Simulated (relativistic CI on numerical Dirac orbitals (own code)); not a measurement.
# Calculated levels, Ge³¹⁺

Calculated at this level of theory: Dirac equation for one electron, model QED (radiative potential, 1s self-energy scaled to tabulated hydrogen-like ionisation energies) (own radial code, finite nucleus).

Configuration list: 1s, 2s, 2p, 3s, 3p, 3d, 4s, 4p, 4d, 4f, 5s, 5p, 5d, 5f, 5g, 6s, 6p, 6d. Levels of other configurations are missing.

The lowest level is 1s ²S1/2, with 100 % of that term; Hund's rules for 1s give ²S with J = 1/2, in agreement.

```tsv
No.	Configuration	Term	J	E (eV)	%	Landé g	Lifetime (s)
1	1s	²S	1/2	0.0	100	1.965	
2	2p	²P°	1/2	10575.3	100	0.657	1.51e-15
3	2s	²S	1/2	10576.5	100	1.993	
4	2p	²P°	3/2	10624.6	100	1.327	1.54e-15
5	3p	²P°	1/2	12549.8	100	0.662	5.04e-15
6	3s	²S	1/2	12550.1	100	1.998	1.36e-13
7	3d	²D	3/2	12564.3	100	0.796	1.43e-14
8	3p	²P°	3/2	12564.4	100	1.331	5.06e-15
9	3d	²D	5/2	12569.1	100	1.197	1.46e-14
10	4p	²P°	1/2	13238.8	100	0.664	1.18e-14
11	4s	²S	1/2	13239.0	100	2.000	1.96e-13
12	4d	²D	3/2	13245.0	100	0.798	3.33e-14
13	4p	²P°	3/2	13245.0	100	1.332	1.18e-14
14	4f	²F°	5/2	13247.0	100	0.855	6.84e-14
15	4d	²D	5/2	13247.0	100	1.199	3.41e-14
16	4f	²F°	7/2	13248.0	100	1.141	6.88e-14
17	5p	²P°	1/2	13556.9	100	0.664	2.30e-14
18	5s	²S	1/2	13557.0	100	2.001	3.06e-13
19	5d	²D	3/2	13560.0	100	0.798	6.40e-14
20	5p	²P°	3/2	13560.0	100	1.333	2.28e-14
21	5f	²F°	5/2	13561.0	100	0.856	1.32e-13
22	5d	²D	5/2	13561.1	100	1.199	6.55e-14
23	5g	²G	7/2	13561.6	100	0.888	2.23e-13
24	5f	²F°	7/2	13561.6	100	1.142	1.33e-13
25	5g	²G	9/2	13561.9	100	1.110	2.23e-13
26	6p	²P°	1/2	13729.3	100	0.665	3.95e-14
27	6s	²S	1/2	13729.3	100	2.001	4.66e-13
28	6d	²D	3/2	13731.1	100	0.799	1.09e-13
29	6p	²P°	3/2	13731.1	100	1.333	3.92e-14
30	6d	²D	5/2	13731.7	100	1.200	1.12e-13
```

Energies count from the lowest computed level; ° marks odd parity; lifetimes are radiative, by E1, M1, E2, M2 decay to levels of this space only; some are left blank where a channel outside the calculation adds to the decay or the decay crosses a small, uncertain gap.
